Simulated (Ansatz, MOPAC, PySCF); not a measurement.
Pair of molecules: SiH4 (SMILES [SiH4]) (first 5 atoms) with SiH4 (SMILES [SiH4]); geometry from B3LYP-D3(BJ)/def2-TZVP, rigid monomers moved along the line of their centres of mass till Si1···Si6 is 3.61 Å.
(charge 0, multiplicity 1):
```
atom    x (Å)    y (Å)    z (Å)
----  -------  -------  -------
Si    -0.1623  -0.0385  -0.1010
H      0.1462   0.3049  -1.5079
H     -0.4820  -1.4797  -0.0011
H     -1.3183   0.7603   0.3621
H      1.0137   0.2642   0.7458
Si     0.1299   0.0326   3.5008
H      1.5339  -0.4090   3.3486
H     -0.7430  -0.7985   2.6410
H      0.0081   1.4509   3.0976
H     -0.2873  -0.1192   4.9134
```

Counterpoise-corrected where a basis set is named; no monomer relaxation. Rows marked so take none.

Correlated levels freeze the cores. Rows in 6-31G* carry no dispersion term and start afresh at each structure (6-31G* with six Cartesian d functions). The state reached by PM3 isn't checked.

Programs: Ansatz (Gaussian basis) for Hartree–Fock, density functionals and correlated methods; MOPAC for PM3 (differences of heats of formation); PySCF for 6-31G* rows, the dispersion terms. Values without a source in brackets are computed.

| level | interaction energy (meV) |
|---|---|
| PM3 | -36.2 |
| HF/6-31G* (no counterpoise) | 135.0 |
| PBE-D4/def2-TZVPPD | -33.3 |
| r2SCAN/def2-TZVPPD | 10.2 |
| r2SCAN-D3(BJ)/def2-TZVPPD | -12.8 |
| PBE0/def2-TZVPPD | 28.9 |
| wB97X-V/def2-TZVPPD | -11.1 |
| CCSD/aug-cc-pV(D+d)Z | 35.8 |
| CCSD(T)/aug-cc-pV(D+d)Z | ___ |

Question: Some entries are withheld; supply them.

Answer: 
- CCSD(T)/aug-cc-pV(D+d)Z, interaction energy (meV): 21.8

Ansatz is a program for electronic structure.
